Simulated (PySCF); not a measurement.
## C₆ coefficients of unlike pairs at r2SCANh

Calculated with PySCF 2.14 from the dipole response of each species, C₆(A,B) = (3/π) ∫ α_A(iu) α_B(iu) du, in atomic units, from isotropic polarisabilities. For ions this is the dispersion term alone; charge-induced terms of lower order in 1/R come first.

```tsv
species	configuration	basis	relativity	α (bohr³)	C₆ (like pair)
Cl(3+)	[Ne] 3s2 3p2 (3P)	aug-cc-pVTZ-DK (6s5p3d2f)	spin-free X2C	4.362	12.13
Ne	[Ne] (1S)	aug-cc-pVQZ-DK (6s5p4d3f2g)	spin-free X2C	2.680	6.622
N(2+)	[He] 2s2 2p1 (2P)	aug-cc-pVQZ-DK (6s5p4d3f2g)	spin-free X2C	2.660	3.901
Ir+	[Xe] 4f14 5d7 6s1 (5F)	def2-QZVPPD with the def2 core potential (60 electrons) (7s5p4d4f2g)	core potential	26.07	218.4
```

(1) Estimate C₆ for Ir+ with N(2+).

No spin-orbit coupling is included.

The other pairs:

```csv
pair,C₆
"Ir+, Cl(3+)",49.99
"Ne, Cl(3+)",8.768
"N(2+), Ne",4.956
"Ir+, Ne",35.12
"N(2+), Cl(3+)",6.866
```

Results:

(1) The integral gives 28.64. The combination rule 2 C_A C_B / (C_A α_B/α_A + C_B α_A/α_B) gives 28.16 and the geometric mean 29.19.
